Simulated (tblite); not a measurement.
Species: C7H18P2.
Bonds: C1–P2, P2–C3, C3–C4, C4–C5, C5–P6, P6–C7, C7–C8, C7–C9. Hydrogens: H10, H11, H12 on C1; H13 on P2; H14, H15 on C3; H16, H17 on C4; H18, H19 on C5; H20 on P6; H21 on C7; H22, H23, H24 on C8; H25, H26, H27 on C9.

Computed with GFN2-xTB (tblite), gas phase: L-BFGS steps from a force-field or distance-geometry start until the largest atomic force falls under 0.01 eV/Å.

Step 5: E = -794.2918 eV
```
atom  x, y, z in Å  |  force x, y, z in eV/Å
C1      5.1593    0.4136   -0.5308   -0.012   0.004  -0.008
P2      4.0042   -0.3539    0.7044   -0.056   0.072  -0.129
C3      2.3949    0.0302   -0.1668    0.011   0.012  -0.008
C4      1.1919   -0.2805    0.7195    0.024  -0.017   0.028
C5     -0.1190   -0.0286   -0.0199   -0.009   0.014   0.004
P6     -1.5913   -0.3351    1.0907   -0.045   0.015  -0.169
C7     -2.9566   -0.3010   -0.2164    0.041   0.013   0.010
C8     -4.2081   -0.9843    0.3327    0.062   0.015  -0.006
C9     -3.2621    1.1402   -0.6242   -0.024  -0.004   0.023
H10     4.8689    1.4303   -0.7984   -0.015  -0.074   0.057
H11     5.1728   -0.2035   -1.4296   -0.027   0.002   0.027
H12     6.1648    0.4192   -0.1143   -0.019   0.026   0.023
H13     3.9544    0.7542    1.5652    0.003  -0.006  -0.040
H14     2.3700    1.0791   -0.4873    0.052  -0.072   0.059
H15     2.3570   -0.5916   -1.0684    0.026  -0.009   0.024
H16     1.2337   -1.3240    1.0455    0.026   0.010  -0.024
H17     1.2365    0.3386    1.6204   -0.042   0.005  -0.021
H18    -0.1566    1.0186   -0.3367   -0.016   0.001   0.006
H19    -0.1716   -0.6549   -0.9183   -0.052   0.019   0.077
H20    -1.4495   -1.7359    1.0933   -0.040   0.063  -0.052
H21    -2.6151   -0.8506   -1.1045    0.048  -0.003   0.071
H22    -3.9956   -2.0193    0.5992   -0.014   0.028  -0.011
H23    -4.9987   -0.9737   -0.4179    0.018  -0.012   0.044
H24    -4.5693   -0.4711    1.2228    0.025   0.007  -0.032
H25    -3.5794    1.7265    0.2375    0.018  -0.050   0.008
H26    -2.3908    1.6250   -1.0628   -0.006  -0.049   0.022
H27    -4.0649    1.1591   -1.3616    0.022  -0.011   0.020
```

Step 6: E = -794.2944 eV
```
atom  x, y, z in Å  |  force x, y, z in eV/Å
C1      5.1579    0.4139   -0.5291    0.014   0.010  -0.045
P2      4.0031   -0.3549    0.7007   -0.021   0.037  -0.041
C3      2.3969    0.0303   -0.1656   -0.068   0.010  -0.023
C4      1.1920   -0.2802    0.7189    0.015  -0.023   0.043
C5     -0.1205   -0.0289   -0.0193    0.042   0.022  -0.003
P6     -1.5928   -0.3323    1.0883   -0.024   0.024  -0.090
C7     -2.9553   -0.3007   -0.2156   -0.006   0.010  -0.016
C8     -4.2070   -0.9839    0.3317    0.040   0.002   0.010
C9     -3.2618    1.1386   -0.6239   -0.031   0.023   0.015
H10     4.8680    1.4300   -0.7976   -0.021  -0.056   0.053
H11     5.1714   -0.2034   -1.4268   -0.018  -0.008  -0.008
H12     6.1638    0.4197   -0.1137   -0.017   0.024   0.034
H13     3.9542    0.7529    1.5588    0.002   0.008  -0.002
H14     2.3711    1.0781   -0.4853    0.054  -0.035   0.038
H15     2.3588   -0.5921   -1.0655    0.016  -0.021  -0.018
H16     1.2356   -1.3241    1.0433    0.017   0.016  -0.011
H17     1.2346    0.3399    1.6194   -0.034  -0.009  -0.019
H18    -0.1574    1.0179   -0.3349   -0.012   0.024  -0.013
H19    -0.1732   -0.6553   -0.9167   -0.052   0.011   0.052
H20    -1.4517   -1.7304    1.0881   -0.036   0.014  -0.035
H21    -2.6135   -0.8503   -1.1017    0.062  -0.028   0.022
H22    -3.9949   -2.0188    0.5991   -0.014   0.029  -0.011
H23    -4.9993   -0.9743   -0.4181    0.043  -0.004   0.057
H24    -4.5663   -0.4697    1.2222    0.014   0.001  -0.033
H25    -3.5788    1.7234    0.2389    0.016  -0.036   0.008
H26    -2.3900    1.6227   -1.0618   -0.006  -0.036   0.016
H27    -4.0650    1.1583   -1.3608    0.026  -0.011   0.019
```

Step 7: E = -794.2958 eV
```
atom  x, y, z in Å  |  force x, y, z in eV/Å
C1      5.1576    0.4140   -0.5288    0.019  -0.001  -0.043
P2      4.0020   -0.3544    0.6978    0.004  -0.001   0.021
C3      2.3968    0.0302   -0.1654   -0.076  -0.004  -0.023
C4      1.1923   -0.2803    0.7191   -0.002  -0.013   0.027
C5     -0.1205   -0.0286   -0.0189    0.045   0.026  -0.005
P6     -1.5940   -0.3305    1.0853   -0.002   0.029  -0.010
C7     -2.9546   -0.3004   -0.2157   -0.022   0.002  -0.034
C8     -4.2057   -0.9835    0.3314    0.020  -0.003   0.015
C9     -3.2620    1.1381   -0.6234   -0.019   0.021   0.004
H10     4.8671    1.4289   -0.7962   -0.028  -0.018   0.036
H11     5.1704   -0.2036   -1.4256   -0.008  -0.016  -0.032
H12     6.1630    0.4205   -0.1128   -0.011   0.019   0.035
H13     3.9542    0.7525    1.5556    0.000   0.016   0.012
H14     2.3727    1.0771   -0.4835    0.042   0.005   0.015
H15     2.3600   -0.5927   -1.0644    0.004  -0.024  -0.037
H16     1.2369   -1.3241    1.0422    0.011   0.006   0.001
H17     1.2330    0.3405    1.6188   -0.023  -0.010  -0.005
H18    -0.1579    1.0180   -0.3343   -0.003   0.034  -0.021
H19    -0.1750   -0.6553   -0.9149   -0.043   0.001   0.023
H20    -1.4535   -1.7273    1.0849   -0.034  -0.007  -0.029
H21    -2.6115   -0.8506   -1.0997    0.061  -0.036  -0.011
H22    -3.9949   -2.0181    0.5989   -0.004   0.013  -0.004
H23    -4.9989   -0.9747   -0.4171    0.041   0.002   0.044
H24    -4.5645   -0.4689    1.2213    0.009   0.006  -0.018
H25    -3.5783    1.7212    0.2398    0.009  -0.020   0.019
H26    -2.3898    1.6209   -1.0610    0.000  -0.020   0.010
H27    -4.0647    1.1578   -1.3602    0.012  -0.007   0.009
```

Task: Estimate the geometry and energy of step 8. (The exact step hangs on the optimiser's Hessian estimate; all steps are aligned on step 7, rigid shifts and turns removed.)

Result: E = -794.2968 eV, largest force 0.065 eV/Å
```
atom  x, y, z in Å  |  force x, y, z in eV/Å
C1      5.1577    0.4139   -0.5294    0.010  -0.014  -0.023
P2      4.0013   -0.3540    0.6963    0.011  -0.024   0.046
C3      2.3955    0.0300   -0.1657   -0.037  -0.015  -0.017
C4      1.1923   -0.2806    0.7196   -0.015  -0.001   0.002
C5     -0.1198   -0.0278   -0.0187    0.017   0.025  -0.004
P6     -1.5948   -0.3289    1.0830    0.011   0.024   0.039
C7     -2.9546   -0.3001   -0.2164   -0.011  -0.006  -0.036
C8     -4.2043   -0.9832    0.3315    0.008  -0.004   0.013
C9     -3.2624    1.1380   -0.6231   -0.003   0.006  -0.004
H10     4.8660    1.4279   -0.7946   -0.030   0.011   0.018
H11     5.1696   -0.2040   -1.4255    0.002  -0.016  -0.042
H12     6.1622    0.4213   -0.1116   -0.007   0.013   0.029
H13     3.9542    0.7525    1.5541   -0.001   0.020   0.015
H14     2.3745    1.0765   -0.4822    0.026   0.026  -0.001
H15     2.3607   -0.5935   -1.0644   -0.009  -0.018  -0.039
H16     1.2379   -1.3241    1.0415    0.004  -0.007   0.010
H17     1.2315    0.3406    1.6184   -0.013  -0.006   0.011
H18    -0.1583    1.0187   -0.3344    0.008   0.032  -0.022
H19    -0.1770   -0.6553   -0.9133   -0.031  -0.005   0.002
H20    -1.4552   -1.7256    1.0824   -0.030  -0.010  -0.024
H21    -2.6091   -0.8514   -1.0987    0.050  -0.032  -0.027
H22    -3.9949   -2.0175    0.5987    0.008  -0.005   0.005
H23    -4.9979   -0.9749   -0.4156    0.023   0.005   0.021
H24    -4.5634   -0.4683    1.2205    0.007   0.014   0.001
H25    -3.5778    1.7196    0.2409    0.002  -0.008   0.026
H26    -2.3897    1.6194   -1.0603    0.006  -0.005   0.004
H27    -4.0643    1.1573   -1.3597   -0.006   0.000  -0.004
```

The energy changes by -0.0009 eV. The first-order estimate −F·Δx gives -0.0013 eV and the mean of the old and new forces, exact on a quadratic surface, -0.0009 eV. The step makes an angle of 46° with the force vector and moves no atom by more than 0.003 Å.

What follows is the cost of the whole relaxation. Time: 0.44 s wall. Hardware: one thread of an Arm Neoverse V2, shared host with 96 logical CPUs at a one-minute load of 11.
